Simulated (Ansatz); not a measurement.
`CCCCC(C)=O`, relaxed with RKS PBE-D4/def2-SVP in Ansatz from a rough embedded geometry. The force threshold is 0.03 eV/Å; the program also tests the step.

Charge 0, multiplicity 1.

Start:

```xyz
19

C     2.246   -0.436    1.882
C     0.998   -0.633    0.983
C     0.114    0.635    0.872
C    -1.059    0.378   -0.109
C    -0.761    0.303   -1.522
C    -1.890   -0.097   -2.440
O     0.366    0.593   -2.005
H     2.794   -1.322    1.933
H     1.892   -0.073    2.881
H     2.853    0.413    1.494
H     0.406   -1.433    1.391
H     1.377   -0.946   -0.025
H    -0.256    0.950    1.866
H     0.743    1.487    0.476
H    -1.597   -0.509    0.265
H    -1.772    1.283    0.051
H    -2.710    0.624   -2.384
H    -1.533   -0.114   -3.469
H    -2.213   -1.103   -2.140
```

Task: By how much does the energy fall, and how many steps does the optimiser take? (An estimate is asked.)

Result: Computed: 41.37 kJ/mol, in 6 steps.

Task: Which bonds change most? (An estimate is asked.)

Result: Computed: C4–C5 from 1.447 to 1.528 Å; C1–H8 from 1.043 to 1.109 Å; C4–H16 from 1.163 to 1.115 Å; C5–O7 from 1.261 to 1.222 Å.

Task: Give the relaxed structure. (An estimate is asked.)

Result: The calculation gave: 
```xyz
19

C     2.229   -0.393    1.904
C     1.025   -0.620    0.990
C     0.137    0.622    0.845
C    -1.077    0.412   -0.058
C    -0.745    0.302   -1.545
C    -1.891   -0.084   -2.465
O     0.376    0.527   -1.975
H     2.853   -1.305    1.996
H     1.913   -0.100    2.928
H     2.880    0.418    1.516
H     0.411   -1.464    1.381
H     1.374   -0.929   -0.017
H    -0.209    0.948    1.850
H     0.744    1.456    0.433
H    -1.662   -0.486    0.244
H    -1.796    1.258    0.037
H    -2.751    0.605   -2.335
H    -1.551   -0.067   -3.516
H    -2.260   -1.100   -2.211
```
